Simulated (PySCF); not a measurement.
## Electronic structure of O (oxygen, neutral) at the UHF level

Configuration: [He] 2s2 2p4, high-spin 3P determinant. All numbers are calculated (PySCF 2.14, the non-relativistic Hamiltonian (point nucleus), in def2-SVP (3s2p1d, 14 functions)).

| Item | Value |
| --- | --- |
| Total energy | -74.720101 hartree |
| One-electron energy | -103.1646 hartree |
| Hartree (Coulomb) energy | 36.6533 hartree |
| Exchange energy | -8.2088 hartree |
| Kinetic energy | 74.72804 hartree |
| ⟨S²⟩ | 2.0053 |
| ⟨L²⟩ | 2.007 |
| Sum of ⟨r⟩ | 7.579 bohr |
| Sum of ⟨r²⟩ | 10.93 bohr² |
| Traceless quadrupole moment −½Σ⟨3z² − r²⟩ along its main axis | -0.857 e·bohr² |
| Density at the nucleus (Gaussians lack the cusp) | 281 bohr⁻³ |
| Spin density at the nucleus | 0.789 bohr⁻³ |
| Langevin diamagnetic susceptibility | -8.66 ×10⁻⁶ cm³/mol |
| Time after the integrals | 0.04 s of wall time on 1 thread of Neoverse-V2 (shared host) |

```
shell  electrons  mean orbital energy (hartree)  spread (hartree)  rms radius, mean of both spins (bohr)
 1s α          1                      -20.69692                 0                                  0.231
 1s β          1                      -20.61525                 0                                  0.231
 2s α          1                       -1.38502                 0                                   1.27
 2s β          1                       -1.04828                 0                                   1.27
 2p α          3                       -0.67074           0.09683                                   1.38
 2p β          1                       -0.51798                 0                                   1.38
```
